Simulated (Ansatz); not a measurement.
HFGeS, SMILES `[F][Ge][SH]` (lower singlet; F–Ge–S–H torsion 0°) (charge 0, multiplicity 1). This singlet lies 2.53 eV below the relaxed triplet at the level frozen-core CCSD(T)/cc-pVTZ // B3LYP-D3(BJ)/def2-TZVP (Ansatz, a first-principles code).

Z-matrix (Å, degrees):
```
Ge
F 1 1.7762
S 1 2.2652 2 97.12
H 3 1.3455 1 93.28 2 -0.01
```
Charge 0, spin multiplicity 1.

Frozen-core energies in cc-pVDZ from Ansatz at a geometry from B3LYP-D3(BJ)/def2-TZVP; the HF reference has <S^2> = 0.00 and the T1 diagnostic is 0.015.

| level | energy (Ha) |
|---|---|
| HF | -2572.95155 |
| MP2 | -2573.36533 |
| CCSD | -2573.39148 |

Estimate the energies of CCSD(T), CCSDT and CCSDT(Q), and give each level's difference from CCSDT(Q).


| level | energy (Ha) | difference from CCSDT(Q) (mHa) |
|---|---|---|
| MP2 | -2573.36533 | 40.51 |
| CCSD | -2573.39148 | 14.36 |
| CCSD(T) | -2573.40364 | 2.20 |
| CCSDT | -2573.40456 | 1.28 |
| CCSDT(Q) | -2573.40584 | 0.00 |
